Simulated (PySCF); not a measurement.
# Pt (platinum, neutral): UHF calculation

Configuration: [Xe] 4f14 5d9 6s1, high-spin 3D determinant. Calculation: PySCF 2.14, in def2-TZVPPD with the def2 core potential (60 electrons) (6s5p3d2f1g, 59 functions); a scalar-relativistic core potential.

```
Total energy                                                  : -118.399841 hartree
One-electron energy                                           : -208.6928 hartree
Hartree (Coulomb) energy                                      : 101.1345 hartree
Exchange energy                                               : -10.8415 hartree
⟨S²⟩                                                          : 2.0039
⟨L²⟩                                                          : 6.057
Sum of ⟨r⟩                                                    : 27.05 bohr
Sum of ⟨r²⟩                                                   : 52.03 bohr²
Traceless quadrupole moment −½Σ⟨3z² − r²⟩ along its main axis : -1.15 e·bohr²
```

```json
{"shell": "5s α", "electrons": "1", "mean orbital energy (hartree)": "-4.46270", "spread (hartree)": "0", "rms radius, mean of both spins (bohr)": "1.04"}
{"shell": "5s β", "electrons": "1", "mean orbital energy (hartree)": "-4.40533", "spread (hartree)": "0", "rms radius, mean of both spins (bohr)": "1.04"}
{"shell": "5p α", "electrons": "3", "mean orbital energy (hartree)": "-2.57164", "spread (hartree)": "0.05518", "rms radius, mean of both spins (bohr)": "1.20"}
{"shell": "5p β", "electrons": "3", "mean orbital energy (hartree)": "-2.49782", "spread (hartree)": "0.03718", "rms radius, mean of both spins (bohr)": "1.20"}
{"shell": "5d α", "electrons": "5", "mean orbital energy (hartree)": "-0.43619", "spread (hartree)": "0.06524", "rms radius, mean of both spins (bohr)": "1.83"}
{"shell": "5d β", "electrons": "4", "mean orbital energy (hartree)": "-0.38980", "spread (hartree)": "0.04673", "rms radius, mean of both spins (bohr)": "1.83"}
{"shell": "6s α", "electrons": "1", "mean orbital energy (hartree)": "-0.29027", "spread (hartree)": "0", "rms radius, mean of both spins (bohr)": "3.32"}
```

Energies and moments cover only the electrons outside the core potential. Spin-orbit coupling, absent here, splits the open shell strongly.
